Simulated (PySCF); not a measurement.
Computed with B3LYP-D3(BJ)/def2-TZVP // M06-2X/def2-TZVP in PySCF. Gas-phase values, no solvent. One relaxed conformer stands for a flexible species; it need not be the lowest. B3LYP has the VWN-RPA correlation part, as in Gaussian. Delta-SCF ions had no search for a lower state. Excitations are Tamm–Dancoff values on a coarser integration grid. The basis has no diffuse functions, so Rydberg states are missing or too high.

Reference species (SMILES): `B/C=C/CC` (neutral, multiplicity 1).

| Item | Value |
|---|---|
| S1 excitation (TDA) | 5.42 eV |
| brightest of the four lowest singlets (TDA) | 5.89 eV |
| vertical ionisation energy (Delta-SCF) | 10.02 eV |

Changed species: `B/C=C\CC`.

### Question
What does the change do to the S1 excitation (TDA), brightest of the four lowest singlets (TDA) and vertical ionisation energy (Delta-SCF)?

### Answer
the S1 excitation (TDA) falls by 0.34 eV, to 5.08 eV; the brightest of the four lowest singlets (TDA) decreases by 0.22 eV, to 5.67 eV; the vertical ionisation energy (Delta-SCF) decreases by 0.05 eV, to 9.97 eV.
